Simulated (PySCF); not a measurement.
Species: methyldichlorosilane, CH4Cl2Si.
Geometry (PBE0-D3(BJ)/def2-TZVP, Å), atoms numbered from 1 in this order:
```
atom  x, y, z in Å
C1    -0.9354    0.1896    0.3661
Si2    0.7951   -0.1583   -0.1777
Cl3    1.4795    1.3772   -1.3486
Cl4    0.8392   -1.8924   -1.2693
H5    -0.9604    1.0702    1.0116
H6    -1.3334   -0.6646    0.9186
H7    -1.5732    0.3735   -0.5007
H8     1.7475   -0.3161    0.9403
```

Computed with PySCF at wB97X-D/pcSseg-2, non-relativistic, on one gas-phase PBE0-D3(BJ)/def2-TZVP geometry that isn't relaxed in the solvent. The solvent is an IEF-PCM continuum (cavity from Bondi-type radii × 1.2). The model holds no explicit solvent molecules, cavitation or dispersion.

Gas phase at wB97X-D/pcSseg-2: HOMO -10.80 eV, LUMO 2.14 eV, dipole 2.19 D.

Task: What does the continuum do to the energy, the frontier levels and the dipole at wB97X-D/pcSseg-2 in chloroform?

Result: 
| solvent | ε | E(solvent) − E(gas) (kcal/mol) | polarisation term (kcal/mol) | distortion of the solute (kcal/mol) | HOMO (eV) | LUMO (eV) | dipole (D) |
| --- | --- | --- | --- | --- | --- | --- | --- |
| chloroform | 4.711 | -1.72 | -1.93 | 0.21 | -10.69 | 2.26 | 2.64 |

The polarisation term is half the interaction of the solute with the surface charges that it induces; the rest is the cost of distorting the solute's density. The sum is the electrostatic part of solvation alone.

Task: Which radius a makes the point-dipole formula ΔE = −[(ε − 1)/(2ε + 1)]·μ²/a³ give the value in chloroform, with the gas-phase dipole?

Result: μ = 0.863 au and |ΔE| = 0.00274 Eh give a = 2.43 Å; the farthest nucleus lies 2.42 Å from the centroid of the nuclei. The formula assumes a rigid point dipole at the centre of a sphere.

Task: Give the dipole vector in the frame of the coordinates (D, pointing from negative to positive charge), gas and chloroform.

Result: Gas (-1.33, 0.31, 1.72), solvent (-1.58, 0.36, 2.08). Its length changes by +20 % and its direction by less than 1°.

wB97X-D is run here without its empirical dispersion term; that term would change no orbital, density or response property at a fixed geometry.
